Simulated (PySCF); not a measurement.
Correlation energy of C⁺ (carbon, charge +1)

[He] 2s1 2p1 3d1, one real determinant (an excited configuration). Computed with PySCF 2.14 in aug-cc-pCVTZ-DK (7s6p4d2f, 59 functions), with scalar relativity by spin-free X2C-1e. Frozen: nothing; 5 electrons correlated.

MP2 pair energies summed by pair of shells (mhartree):

| pair | energy | share (%) |
| --- | --- | --- |
| 1s-1s | -37.25 | 70.9 |
| 1s-2s | -3.58 | 6.8 |
| 2s-2p | -3.57 | 6.8 |
| 1s-2p | -3.29 | 6.3 |
| 2s-3d | -2.97 | 5.6 |
| 2p-3d | -1.79 | 3.4 |
| 1s-3d | -0.08 | 0.2 |

Total MP2 correlation energy: -52.53 mhartree.

Same-spin part -10.53 and opposite-spin part -42.01 mhartree; SCS-MP2 scales them by 1/3 and 6/5 to -53.92 mhartree.

The reference is one real determinant that mixes LS terms of this configuration.
